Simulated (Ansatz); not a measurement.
GeH$_{4}$Se$_{3}$ (`[SeH][GeH]([SeH])[SeH]`), relaxed with RKS PBE0-D4/def2-TZVP in the Gaussian-basis code of Ansatz from a PBE-D4/def2-SVP geometry. The force threshold is 0.005 eV/Å; the program also tests the step.

The species carries charge 0 and has multiplicity 1.

Start:

```xyz
8

Se    2.013   -1.394    0.335
Ge    0.178    0.096    0.135
Se   -1.655   -1.145   -0.760
Se    1.078    1.812   -1.245
H     1.112   -2.543    0.612
H    -0.292    0.733    1.476
H    -2.632   -0.395    0.072
H     0.198    2.837   -0.624
```

| step | energy (eV) | largest force (eV/Å) | largest move (Å) |
| --- | --- | --- | --- |
| 1 | -252604.6457 | 0.461 | 0.000 |
| 2 | -252604.6697 | 0.101 | 0.058 |
| 3 | -252604.6708 | 0.047 | 0.029 |
| 4 | -252604.6716 | 0.007 | 0.011 |
| 5 | -252604.6721 | 0.011 | 0.040 |
| 6 | -252604.6724 | 0.009 | 0.032 |
| 7 (rejected) | -252604.6710 | 0.236 | 0.114 |
| 8 | -252604.6725 | 0.009 | 0.012 |
| 9 | -252604.6728 | 0.032 | 0.048 |
| 10 (rejected) | -252604.6721 | 0.182 | 0.053 |
| 11 | -252604.6732 | 0.012 | 0.026 |
| 13 (rejected) | -252604.6725 | 0.069 | 0.037 |
| 15 | -252604.6737 | 0.035 | 0.037 |
| 17 | -252604.6743 | 0.065 | 0.008 |
| 19 (rejected) | -252604.6588 | 0.830 | 0.187 |
| 21 (rejected) | -252604.6756 | 0.303 | 0.093 |
| 23 | -252604.6779 | 0.097 | 0.046 |
| 25 | -252604.6820 | 0.264 | 0.103 |
| 27 | -252604.6951 | 0.037 | 0.200 |
| 29 (rejected) | -252604.6860 | 0.649 | 0.195 |
| 31 (rejected) | -252604.7047 | 0.246 | 0.098 |
| 33 | -252604.7076 | 0.045 | 0.050 |
| 35 | -252604.7080 | 0.025 | 0.023 |
| 37 | -252604.7083 | 0.007 | 0.008 |
| 38 | -252604.7083 | 0.001 | 0.003 |

End:

```xyz
8

Se    1.941   -1.258    0.018
Ge   -0.022    0.031    0.101
Se   -1.770   -1.263   -0.789
Se    0.281    1.892   -1.301
H     1.505   -2.115    1.131
H    -0.336    0.469    1.542
H    -2.793   -0.301   -0.352
H     1.193    2.545   -0.349
```

It took 6 min on 4 threads of an Arm Neoverse V1 on a shared host, with 1 GiB of host memory at the peak.
